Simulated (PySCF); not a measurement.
Delta-SCF ions had no search for a lower state. Excitations are Tamm–Dancoff values on a coarser integration grid. The basis has no diffuse functions, so Rydberg states are missing or too high.

Cartesian coordinates (Å):
SMILES: [H]/B=C/N=C
```xyz
8

B      1.9840     0.0224     0.4295
C      0.6559    -0.2508     0.1370
N     -0.3904     0.6075     0.4869
C     -1.5740     0.2864     0.1855
H      3.1169     0.2069     0.6529
H      0.4188    -1.1818    -0.3914
H     -1.8222    -0.6408    -0.3419
H     -2.3889     0.9502     0.4554
```
Charge 0, multiplicity 1.

Q: What is the computed HOMO, HOMO–LUMO gap, LUMO, vertical ionisation energy (Delta-SCF) and S1–T1 gap (TDA) (TPSSh-D3(BJ)/def2-TZVP // CAM-B3LYP-D3(BJ)/def2-TZVP run with PySCF 2.14.0)?

A: 
- HOMO = -5.83 eV
- HOMO–LUMO gap = 3.56 eV
- LUMO = -2.27 eV
- vertical ionisation energy (Delta-SCF) = 8.48 eV
- S1–T1 gap (TDA) = 0.44 eV
